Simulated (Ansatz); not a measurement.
Consider the isomerisation: `F[Si]([SiH3])([SiH3])Cl` → `F[SiH](Cl)[SiH2][SiH3]`.

Computed with Ansatz on PBE0-D4/def2-TZVP structures; ΔE is electronic, products minus reactants. CCSD(T)/CBS adds triple-zeta CCSD(T) − MP2 to the extrapolated MP2 energy (def2 sets, frozen cores). DFT in def2-TZVPP. B3LYP here is the variant with VWN-RPA as its local correlation; programs differ in this. Each species was taken in one conformer, which may not be the lowest.

| level | ΔE (kJ/mol) |
| --- | --- |
| PBE-D4 | -7.1 |
| ωB97X-V | -8.7 |
| B3LYP | -8.6 |
| CCSD/def2-TZVPP | -11.2 |

Problem. What does CCSD(T)/CBS give? (Best estimate.)

Solution. The calculation gave: -9.9 kJ/mol. The listed levels differ from it by 2.8, 1.2, 1.3, -1.3 kJ/mol.

Largest T1 diagnostic among the species: 0.013.
